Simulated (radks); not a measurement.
Question: Fe3+, configuration [Ar] 3d5. All-electron calculation, non-relativistic Kohn-Sham, LDA (Slater exchange, VWN5 correlation), spin-polarised, spherical densities, point nucleus; open shells are filled with parallel spins first. Program: a radial shooting solver on a logarithmic mesh with Libxc functionals. Some entries of the table are withheld. Estimate them.

orbital,occ.,eigenvalue (eV),r(max) (bohr)
1s up,1,-6955.010,0.03902
1s down,1,-6954.990,0.03902
2s up,1,-843.1855,0.2258
2s down,1,-840.2682,0.2256
2p up,3,-733.6361,(1)
2p down,3,-731.4144,(2)
3s up,1,-130.5673,0.7065
3s down,1,-124.7922,0.7080
3p up,3,-98.3974,0.7119
3p down,3,-92.7422,0.7144
3d up,5,-45.6485,0.6860
3d down,0,-40.3009,0.6966

Answer: 
(1) 2p up r(max) (bohr): 0.1811
(2) 2p down r(max) (bohr): 0.1808
